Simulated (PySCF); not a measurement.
From results back to the method.

Species: MeOCH2CF3, C₃H₅F₃O.
SMILES with atom numbers: `[CH3:1][O:2][CH2:3][C:4]([F:5])([F:6])[F:7]` (hydrogens: H8, H9, H10 on C1; H11, H12 on C3)

The closed-shell ground state was solved 7 times with PySCF (density fitting, gas phase), always with PBE0, in these basis sets: 6-311+G(2d,p), 6-31G, 6-31G*, STO-3G, aug-cc-pVDZ, cc-pVTZ and pcSseg-1. Isolated species at its PBE0-D3(BJ)/def2-SVP geometry (one conformer only).

```tsv
row	total energy (Eh)	HOMO (eV)	LUMO (eV)	dipole (D)
P	-491.6390	-8.14	-0.08	1.97
Q	-484.8159	-4.19	7.79	1.19
R	-491.5621	-7.79	2.51	1.75
S	-491.4253	-7.96	2.13	2.22
T	-491.7586	-8.06	1.27	1.87
U	-491.7322	-8.18	0.31	2.02
V	-491.5324	-8.09	1.45	1.97
```

Problem. Which basis belongs to which row?

Solution. P = aug-cc-pVDZ, Q = STO-3G, R = 6-31G*, S = 6-31G, T = cc-pVTZ, U = 6-311+G(2d,p), V = pcSseg-1. From the lowest total energy up: cc-pVTZ (280 functions) 0 eV; 6-311+G(2d,p) (219 functions) +0.72 eV; aug-cc-pVDZ (206 functions) +3.26 eV; 6-31G* (108 functions) +5.35 eV; pcSseg-1 (144 functions) +6.16 eV; 6-31G (73 functions) +9.07 eV; STO-3G (40 functions) +188.92 eV.

Shape of the structure used: `[CH3:1][O:2][CH2:3][C:4]([F:5])([F:6])[F:7]`: C1–O2–C3–C4 -76°, O2–C3–C4–F5 -169°.
